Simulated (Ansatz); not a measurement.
Abridged output of a molecular run in Ansatz:

```
Functional definition: HF
1379 factors; integrals over basis functions are off by at most 1.2e-3 eV
mean field evaluation 1: about -112422.4645 eV, gradient 3.4e1 eV
mean field evaluation 2: about -112422.5429 eV, gradient 3.4e1 eV
mean field evaluation 4: about -112426.0266 eV, gradient 4.4e0 eV
mean field evaluation 8: about -112426.1208 eV, gradient 4.3e-1 eV
mean field evaluation 16: about -112425.9483 eV, gradient 4.4e0 eV
mean field evaluation 32: about -112418.3684 eV, gradient 2.2e0 eV
mean field evaluation 64: about -112402.4667 eV, gradient 1.7e0 eV
mean field -112426.12308916 eV, -4131.5838183634 hartree, gradient 5.6e-6 eV, S^2 0.000000; 1 other end points of the search recorded, 0 dependent functions left out
21 core orbitals not correlated: weight in the atoms' cores, before any rotation towards them, 1.000 or more for the frozen orbitals, at most 0.000 for the correlated occupied ones
reference -112426.12308916 eV, -4131.5838183634 hartree; 23, 23 occupied and 92, 92 virtual orbitals, 1379 factors
second order -23.95976023 eV of doubles, -0.00000000 eV of singles
cycle   1  -23.66620383 eV  change    2.9e-1 eV  update   1.4e-1
cycle   2  -24.53245987 eV  change   -8.7e-1 eV  update   4.4e-2
cycle   3  -24.67978703 eV  change   -1.5e-1 eV  update   2.3e-2
cycle   4  -24.66707729 eV  change    1.3e-2 eV  update   6.3e-3
cycle   5  -24.66832058 eV  change   -1.2e-3 eV  update   3.1e-3
cycle   6  -24.66825736 eV  change    6.3e-5 eV  update   1.0e-3
cycle   7  -24.66766158 eV  change    6.0e-4 eV  update   5.1e-4
cycle   8  -24.66762284 eV  change    3.9e-5 eV  update   2.1e-4
cycle   9  -24.66766318 eV  change   -4.0e-5 eV  update   9.3e-5
cycle  10  -24.66763161 eV  change    3.2e-5 eV  update   3.5e-5
perturbative correction -0.96966222 eV, -0.0356344294 hartree
Total energy: -112451.76038300 eV, -4132.5259715343 hartree
```

Its atoms:

```xyz
11

C    -0.107    2.180   -0.334
Ga   -0.187    0.244   -0.088
Ge    1.442   -1.693    0.655
C    -0.554   -1.661    0.069
N    -1.498   -2.470   -0.094
H    -0.841    2.665    0.312
H    -0.339    2.431   -1.370
H     0.890    2.545   -0.087
H     1.505   -0.544   -0.617
H     0.908   -0.261    1.433
H    -1.218   -3.435    0.121
```

Task: Which basis set was used?
A. def2-SVP
B. def2-TZVPPD
C. def2-SVPD
D. def2-TZVPP

Result: A. It gives 136 functions.

Task: Write the keys of the input that set method, charge and spin (a neutral closed shell needs none for the last two).

Result: 
```yaml
correlation: {method: ccsd_t}
```
